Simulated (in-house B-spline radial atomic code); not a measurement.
The titanium ion Ti⁺ is squeezed into an impenetrable sphere of radius R (the orbitals vanish at R). No spin polarisation. Caution: exact exchange at fractional occupations of open shells leaves self-interaction of up to several eV. Level of theory: non-relativistic B3LYP, spherical fractional occupations, point nucleus; calculated with a B-spline radial code for spherical atoms.

Energies in eV above the free ion in [Ar] 3d2 4s1:

| R (bohr) | highest level (eV) | [Ar] 3d2 4s1 | [Ar] 3d2 4f1 | [Ar] 3d1 4s1 4f1 | -dE/dV in [Ar] 3d2 4s1 (GPa) |
| --- | --- | --- | --- | --- | --- |
| 8.4 | -10.4 | 0.02469 | 12.49 | 15.83 | 0.0413 |
| 5.84 | -9.45 | 0.7008 | 17.85 | 20.95 | 2.22 |
| 4.95 | -7.84 | 2.127 | 22.51 | 26.05 | 9.33 |
| 4.18 | -4.32 | 5.63 | 29.77 | 34.94 | 35.8 |
| 3.6 | 1.61 | 12.16 | 39.4 | 47.98 | 111 |
| 3.29 | 7.26 | 18.85 | 47.45 | 59.55 | 218 |
| 2.78 | 24.6 | 41.68 | 70.23 | 93.68 | 774 |
| 2.15 | 81.4 | 134.9 | 149 | 211.1 | 5250 |
| 1.79 | 163 | 301.4 | 283.5 | 402.1 | 19500 |
| 1.38 | 385 | 871.9 | 747.3 | 1025 | 110000 |

**Question.** Does [Ar] 3d2 4f1 fall below [Ar] 3d2 4s1 under compression?

**Answer.** Yes, between R = 2.15 and 1.79 bohr the order changes (near 1.99 bohr by linear interpolation).

**Question.** Does [Ar] 3d1 4s1 4f1 fall below [Ar] 3d2 4s1 under compression?

**Answer.** No, it stays above over the whole range.

The highest level is first positive in the row R = 3.6 bohr, pushed up by confinement above the zero of the free ion's potential. Each configuration is held fixed and needn't be the lowest in the sphere.
